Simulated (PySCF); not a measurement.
# One reaction down a group: N, P, As

The same gas-phase reaction for N, P, As:
- 3 GeH3 + NH2 → Ge3H8 + NH3
- 3 GeH3 + PH2 → Ge3H8 + PH3
- 3 GeH3 + AsH2 → Ge3H8 + AsH3

Energies from PySCF, thermal terms from the rigid-rotor harmonic-oscillator model, ideal gas at 1 bar. † marks an energy on the PBE0/def2-TZVP geometry and frequencies; other levels use their own. MP2 and CCSD(T) freeze the core. 6-31G* has spherical d functions here. Open shells (unrestricted): GeH3 (multiplicity 2), NH2 (multiplicity 2), PH2 (multiplicity 2), AsH2 (multiplicity 2); the rest are closed-shell singlets. B3LYP is the form with VWN-RPA correlation. As, Ge: all electrons, no relativistic terms. GeH3, PH2, AsH2: computed as isolated molecules; such fragments, hydroxides, amides, oligomers or adducts are transient or little studied in the gas. MP2 isn't extrapolated to the basis-set limit. CCSD(T) isn't extrapolated to the basis-set limit. The harmonic model lacks anharmonicity and excited electronic states, which grow with temperature; levels with a mode under 35 cm⁻¹ are left out. Internal rotation in Ge3H8 is treated as a harmonic vibration of one conformer, which makes the entropy rough.

ΔH°(298 K) in kJ, by level:

```csv
level,N,P,As
ωB97M-V/def2-TZVP†,-674.7,-577.0,-539.6
PBE0/def2-QZVP†,-661.0,-558.0,-528.2
HF/def2-TZVP†,-450.8,-383.5,-352.8
CCSD(T)/def2-SVP†,-630.9,-534.5,-507.6
B3LYP/6-31G*,-625.6,-534.1,-506.9
B3LYP/def2-TZVP†,-634.0,-536.9,-506.9
MP2/def2-TZVPP†,-707.6,-592.3,-562.7
PBE0/def2-SVP†,-661.2,-561.9,-535.2
```

At ωB97M-V/def2-TZVP†, ΔH° rises from N to As, over a range of 135.1 kJ; the steps are +97.7, +37.4 kJ. 8 of the 8 levels shown give the same order. The levels scatter most for N (256.8 kJ between the highest and the lowest) and least for P (208.8 kJ). ΔS°(298 K) runs from -305.1 to -304.9 J/K, so TΔS° at 298 K spreads over 0.1 kJ among the members, against 135.1 kJ for ΔH°.

Free energies at ωB97M-V/def2-TZVP†:

```csv
member,"ΔS°(298 K), J/K","ΔG°(298 K), kJ","ΔG°(800 K), kJ",ΔG° changes sign
N,-304.9,-584,-434,2000 to 2500 K
P,-305.1,-486,-337,2000 to 2500 K
As,-305.0,-449,-300,1800 to 2000 K
```

The NASA 1993 table holds none of these reactions whole; the comparison is among the levels.
